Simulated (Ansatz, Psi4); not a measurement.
Ansatz (a quantum-chemistry and plane-wave program) was given this input:
Ansatz 0.2 input:
```yaml
crystal:
  periodic: [false, false, false]
  atoms:
    - {symbol: W, position_ang: [0.22070827, -0.04383696, 0.07248437]}
    - {symbol: O, position_ang: [1.42106711, -0.59757683, -0.95677366]}
    - {symbol: O, position_ang: [0.71530292, 0.17325209, 1.65839413]}
    - {symbol: Cl, position_ang: [-0.53569036, 1.84374011, -0.68801677]}
    - {symbol: Cl, position_ang: [-1.43039034, -1.45323815, 0.04232223]}
basis:
  gaussian:
    orbitals: def2-SVP
hamiltonian:
  xc: b3lyp
accuracy: high
```

Convert this to an input for Psi4.

This is not unique; one that fits is 
```
memory 2 GB

molecule {
0 1
W     0.22070827   -0.04383696    0.07248437
O     1.42106711   -0.59757683   -0.95677366
O     0.71530292    0.17325209    1.65839413
Cl   -0.53569036    1.84374011   -0.68801677
Cl   -1.43039034   -1.45323815    0.04232223
}

set {
  basis def2-svp
  scf_type pk
  puream true
  d_convergence 1e-8
  dft_radial_points 99
  dft_spherical_points 590
}

energy('b3lyp')
print_variables()
```

Both were run: Ansatz gave -1137.778775 Eh and Psi4 -1137.778771 Eh, 0.004 mEh apart.
